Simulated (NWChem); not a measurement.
# GeTe (SMILES [Ge][Te]): name the method

The species is GeTe (2 atoms), meant as a singlet with charge 0. SMILES: `[Ge][Te]`. Geometry: the measured bond length.

```
atom   x (Å)   y (Å)   z (Å)
  Ge  0.0000  0.0000  0.0000
  Te  0.0000  0.0000  2.3402
```

A calculation with NWChem 7.3.0 gave:

* total energy: -2345.1769 Eh
* dipole moment: 0.62 D
* HOMO energy: -6.15 eV
* LUMO energy: -2.99 eV
* HOMO–LUMO gap: 3.16 eV
* largest force: 0.395 eV/Å

Q: Which of these levels gave the numbers?
A. B3LYP/def2-TZVP (core potential)
B. r2SCAN/def2-TZVP (core potential)
C. M06-L/def2-TZVP (core potential)
D. PBE0/def2-TZVP (core potential)

A: C. The others give -2345.1567 Eh (r2SCAN/def2-TZVP (core potential)), -2344.8109 Eh (PBE0/def2-TZVP (core potential)), -2345.2003 Eh (B3LYP/def2-TZVP (core potential)).
